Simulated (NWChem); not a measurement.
System: C₂H₃NO₂Si; SMILES O=C=N[SiH2]C=O

The following NWChem deck was run.

```
start job
memory heap 200 mb stack 900 mb global 1100 mb
geometry units angstroms noautosym nocenter noautoz
  O      0.604733     3.285850     0.000000
  C      0.212756     2.187143     0.000000
  N     -0.184494     1.056771     0.000000
  Si    -0.786175    -0.554500     0.000000
  C      0.688004    -1.798753     0.000000
  O      0.454955    -2.981157     0.000000
  H     -1.600839    -0.791470     1.222975
  H     -1.600839    -0.791470    -1.222975
  H      1.749475    -1.421663     0.000000
end
basis spherical
  * library def2-svp
end
dft
  xc pbe0
  iterations 150
end
cosmo
  do_cosmo_smd true
  solvent water
end
task dft energy
```

Geometry: optimised at PBE0/def2-SVP. Solvent: water.

Level: PBE0/def2-SVP with SMD (1 M gas to 1 M solution), gas-phase geometry. Reactions with the solvent are ignored.

Question: What results follow from this input? (PBE0/def2-SVP, SMD on the gas-phase geometry.) Quantities: solvation free energy (kcal/mol); cavity-dispersion-structure term (kcal/mol); dipole in solution (D).

Answer: 
```json
{
 "solvation free energy (kcal/mol)": "1.8",
 "cavity-dispersion-structure term (kcal/mol)": "8.1",
 "dipole in solution (D)": "0.51"
}
```
